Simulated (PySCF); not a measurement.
C$_{2}$H$_{2}$F (SMILES [CH-]=CF), charge -1, singlet, geometry from GFN2-xTB; PySCF with MP2/cc-pVDZ.

Here is a job for PySCF.
```python
from pyscf import gto, scf, mp

mol = gto.Mole()
mol.atom = '''
    C     0.12287813    0.40730308   -0.00331883
    C     1.24949282   -0.26376349   -0.03891045
    F    -1.12740689   -0.31305432    0.03446280
    H    -0.19677651    1.48659008    0.00782128
    H     2.10921281    0.46966118   -0.06461080
'''
mol.basis = 'cc-pvdz'
mol.charge = -1
mol.verbose = 4
mol.build()

mf = scf.RHF(mol)
mf.kernel()

pt = mp.MP2(mf, frozen=3)
pt.kernel()
print('E(MP2) = %.10f' % pt.e_tot)
```

Question: Predict the main parts of the log of this PySCF run.

Answer: 
```
PySCF version 2.14.0

[INPUT] verbose = 4
[INPUT] num. atoms = 5
[INPUT] num. electrons = 24
[INPUT] charge = -1
[INPUT] spin (= nelec alpha-beta = 2S) = 0
[INPUT] symmetry False subgroup None
[INPUT] Mole.unit = angstrom
[INPUT] Symbol           X                Y                Z      unit          X                Y                Z       unit  Magmom
[INPUT]  1 C      0.122878130000   0.407303080000  -0.003318830000 AA    0.232206012399   0.769691270892  -0.006271679754 Bohr   0.0
[INPUT]  2 C      1.249492820000  -0.263763490000  -0.038910450000 AA    2.361199224410  -0.498440757759  -0.073530093884 Bohr   0.0
[INPUT]  3 F     -1.127406890000  -0.313054320000   0.034462800000 AA   -2.130490253048  -0.591586926912   0.065125253486 Bohr   0.0
[INPUT]  4 H     -0.196776510000   1.486590080000   0.007821280000 AA   -0.371853711648   2.809248110695   0.014780077144 Bohr   0.0
[INPUT]  5 H      2.109212810000   0.469661180000  -0.064610800000 AA    3.985834549324   0.887531001540  -0.122096716689 Bohr   0.0

nuclear repulsion = 58.9471921318446
number of shells = 21
number of NR pGTOs = 92
number of NR cGTOs = 52
basis = cc-pvdz
ecp = {}

******** <class 'pyscf.scf.hf.RHF'> ********
method = RHF
initial guess = minao
damping factor = 0
level_shift factor = 0
DIIS = <class 'pyscf.scf.diis.CDIIS'>
diis_start_cycle = 1
diis_space = 8
diis_damp = 0
SCF conv_tol = 1e-09
SCF conv_tol_grad = None
SCF max_cycles = 50
direct_scf = True
direct_scf_tol = 1e-13
Set gradient conv threshold to 3.16228e-05
Initial guess from minao.
init E= -176.304659313373
  HOMO = -0.210044729444871  LUMO = 0.101076963685902  gap/eV = 8.46605
cycle= 1 E= -176.149697711633  delta_E= 0.155  |g|= 0.556  |ddm|= 2.02
  HOMO = -0.0229652667335856  LUMO = 0.374358877010428  gap/eV = 10.81174
cycle= 2 E= -176.204204856767  delta_E= -0.0545  |g|= 0.332  |ddm|= 0.728
  HOMO = -0.0732680385542146  LUMO = 0.399311944096807  gap/eV = 12.85956
cycle= 3 E= -176.22541951839  delta_E= -0.0212  |g|= 0.0459  |ddm|= 0.263
  HOMO = -0.0824886341878193  LUMO = 0.400140958656173  gap/eV = 13.13302
cycle= 4 E= -176.22694167029  delta_E= -0.00152  |g|= 0.0179  |ddm|= 0.111
  HOMO = -0.0802283082793913  LUMO = 0.401717841204001  gap/eV = 13.11442
cycle= 5 E= -176.227151595492  delta_E= -0.00021  |g|= 0.00704  |ddm|= 0.0362
  HOMO = -0.0821144456430378  LUMO = 0.402062232336334  gap/eV = 13.17512
cycle= 6 E= -176.227206297146  delta_E= -5.47e-05  |g|= 0.00209  |ddm|= 0.0235
  HOMO = -0.0823067209071695  LUMO = 0.402370585121422  gap/eV = 13.18874
cycle= 7 E= -176.227210876449  delta_E= -4.58e-06  |g|= 0.000446  |ddm|= 0.00723
  HOMO = -0.0824500395395908  LUMO = 0.402406935254056  gap/eV = 13.19363
cycle= 8 E= -176.22721101927  delta_E= -1.43e-07  |g|= 0.000145  |ddm|= 0.00141
  HOMO = -0.0824215854631181  LUMO = 0.402398501525735  gap/eV = 13.19263
cycle= 9 E= -176.227211028122  delta_E= -8.85e-09  |g|= 6.05e-05  |ddm|= 0.000262
  HOMO = -0.0824315696654052  LUMO = 0.402400525600833  gap/eV = 13.19295
cycle= 10 E= -176.227211029846  delta_E= -1.72e-09  |g|= 1.02e-05  |ddm|= 0.000136
  HOMO = -0.0824313739764024  LUMO = 0.402399274304482  gap/eV = 13.19291
cycle= 11 E= -176.227211029929  delta_E= -8.3e-11  |g|= 2e-06  |ddm|= 3.37e-05
  HOMO = -0.0824312807149497  LUMO = 0.402399386186255  gap/eV = 13.19291
Extra cycle  E= -176.227211029933  delta_E= -3.35e-12  |g|= 9.23e-07  |ddm|= 7e-06
converged SCF energy = -176.227211029933

******** <class 'pyscf.mp.mp2.RMP2'> ********
nocc = 9, nmo = 49
frozen orbitals 3
E(RMP2) = -176.682697655936  E_corr = -0.455486626002941
E(SCS-RMP2) = -176.672580219034  E_corr = -0.445369189100808
E_corr(same-spin) = -0.116786263964678
E_corr(oppo-spin) = -0.338700362038263
E(MP2) = -176.6826976559
```
